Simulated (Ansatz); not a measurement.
```yaml
crystal:
  periodic: [false, false, false]
  atoms:
    - {symbol: O, position_ang: [-0.023470, 1.306976, -3.437942]}
    - {symbol: C, position_ang: [-0.532080, 0.214439, -3.543815]}
    - {symbol: C, position_ang: [-0.375573, -0.207178, -2.525808]}
    - {symbol: C, position_ang: [0.041163, 0.460991, -1.121854]}
    - {symbol: O, position_ang: [0.596715, 1.772171, -1.339898]}
    - {symbol: C, position_ang: [-0.177944, 0.009779, 0.348195]}
    - {symbol: C, position_ang: [0.840410, 0.931990, 1.389399]}
    - {symbol: C, position_ang: [0.882555, 0.127158, 2.348069]}
    - {symbol: C, position_ang: [0.168471, -0.673996, 3.092325]}
    - {symbol: C, position_ang: [-0.525767, -1.433180, 2.277758]}
    - {symbol: C, position_ang: [-0.629732, -1.194332, 0.687521]}
    - {symbol: H, position_ang: [-0.892159, -0.147812, -4.370151]}
    - {symbol: H, position_ang: [-1.371810, -1.178554, -1.883883]}
    - {symbol: H, position_ang: [0.630844, 1.999173, -2.364859]}
    - {symbol: H, position_ang: [1.113295, 1.867675, 0.938892]}
    - {symbol: H, position_ang: [1.447098, 1.290155, 3.370742]}
    - {symbol: H, position_ang: [0.457202, -1.105168, 4.217902]}
    - {symbol: H, position_ang: [-0.832201, -2.472692, 2.480481]}
    - {symbol: H, position_ang: [-1.125768, -1.606497, 0.139866]}
basis:
  gaussian: {orbitals: "6-31++G**", final_grid: {core_spheres: 5, valence_spheres: 4, degree: 11}}
hamiltonian: {xc: {name: B2PLYP}, pseudopotentials: {relativity: none}}
```

```sh
$ ansatz run in.yaml --threads 4 --pin off --events-out ev --progress --plain --max-ram 66560MiB --backend cpu
```

It prints (some lines left out):

```
Functional definition: B2PLYP
2303 factors; integrals over basis functions are off by at most 8.4e-4 eV
mean field evaluation 1: about -13492.6163 eV, gradient 8.6e1 eV
mean field evaluation 2: about -13494.1809 eV, gradient 8.5e1 eV
mean field evaluation 4: about -13508.6450 eV, gradient 3.5e1 eV
mean field evaluation 8: about -13511.4994 eV, gradient 9.2e-1 eV
mean field evaluation 16: about -13511.5593 eV, gradient 6.2e-3 eV
mean field -13511.55931250 eV, -496.5406462705 hartree, gradient 8.2e-6 eV, S^2 0.000000; 0 other end points of the search recorded, 0 dependent functions left out
11 core orbitals not correlated: weight in the atoms' cores, before any rotation towards them, 1.000 or more for the frozen orbitals, at most 0.000 for the correlated occupied ones
reference -13511.55961824 eV, -496.5406575061 hartree; 28, 28 occupied and 218, 218 virtual orbitals, 2303 factors
second order -54.98662603 eV of doubles, -0.00000000 eV of singles
Total energy: -13526.40600726 eV, -497.0862522397 hartree
```

Run time 10 s (4 threads of an AMD EPYC 7R13 on a shared host); peak host memory 1.1 GiB.
